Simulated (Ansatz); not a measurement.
C2H5InS (`[CH3][In]1[CH2][S]1`) at its PBE0-D4/def2-TZVP geometry, where that method's forces vanish. Total charge 0; spin multiplicity 1. In: def2 effective core potential.

```xyz
9

C    -1.3975    0.0700    1.4959
In    0.0639    0.1324   -0.0232
C     1.5185    0.1877   -1.5383
S     0.9300   -1.5711   -1.4979
H    -2.3373   -0.2600    1.0533
H    -1.0826   -0.6570    2.2444
H    -1.5253    1.0471    1.9562
H     1.2767    0.7251   -2.4507
H     2.5536    0.3257   -1.2397
```

(1) What forces (eV/Å) does PBE-D4/def2-TZVPP give on these atoms in Ansatz 0.2.0? (An estimate is asked.)

Results:

(1) Computed: 
```
C1  -0.048 -0.046  0.036
In2 -0.071  0.249  0.157
C3   0.101  0.040 -0.093
S4  -0.017 -0.412 -0.118
H5  -0.175 -0.065 -0.092
H6   0.066 -0.141  0.137
H7  -0.002  0.195  0.066
H8  -0.058  0.131 -0.172
H9   0.204  0.049  0.077
```
